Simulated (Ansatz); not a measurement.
`N#[C][Ga]([Cl])[Cl]` + CH₃OH → `C[O][Ga]([Cl])[Cl]` + `C#N` at 400 K and 1 bar (ligand exchange at a Ga–C bond).

Gas-phase electronic energies from Ansatz, PBE0-D4/def2-TZVP geometries. CBS: MP2 limit from def2 TZ/QZ plus the TZ coupled-cluster correction, frozen cores. This one scheme is used for every species. For Ga outer-core shells are correlated without core-valence functions, which leaves a few kJ/mol of doubt a bond. Scalar relativity is left out up to krypton. One conformer a species, not always the lowest.

```
              species  CCSD(T)/CBS energy (Eh)  H − E (kJ/mol)  S (J/(mol·K))
`N#[C][Ga]([Cl])[Cl]`              -2936.34762            56.8          377.6
                CH₃OH               -115.61712           151.2          252.6
 `C[O][Ga]([Cl])[Cl]`              -2958.65291           150.1          410.5
                `C#N`                -93.32098            56.1          211.9
```

H − E and S are ideal-gas, rigid-rotor, harmonic terms from PBE0-D4/def2-TZVP, for one conformer and one mirror image of each species. 1 Eh = 2625.50 kJ/mol, R = 8.31446 J/(mol·K).

Problem. By hand: ΔE, ΔH, ΔS and ΔG.

Solution. ΔE = (-2958.65291) + (-93.32098) − (-2936.34762) − (-115.61712) = -0.00915 Eh = -24.0 kJ/mol. Δ(H − E) = 150.1 + 56.1 − 56.8 − 151.2 = -1.8, so ΔH = -25.8 kJ/mol. ΔS = 410.5 + 211.9 − 377.6 − 252.6 = -7.8 J/(mol·K). ΔG = -25.8 − 400 × (-7.8)/1000 = -22.7 kJ/mol.

Problem. By hand: the equilibrium constant, and the temperature at which ΔG would vanish if ΔH and ΔS stayed fixed.

Solution. log₁₀ K = −ΔG/(RT ln 10) = 3.0. ΔG = 0 at ΔH/ΔS = 3308 K, far beyond where these terms or the molecules hold.

The number of gas molecules stays the same, so ΔS is small and ΔH decides. A doubt of 5 kJ/mol in ΔE shifts log₁₀ K by 0.7 here. Other conformers and mirror images would add mixing entropy, several J/(mol·K) or more a flexible species. These are equilibria of isolated gas molecules and say nothing of rates. Largest T1 diagnostic: 0.014 (customary marks: 0.02 for closed shells, 0.045 for open ones).
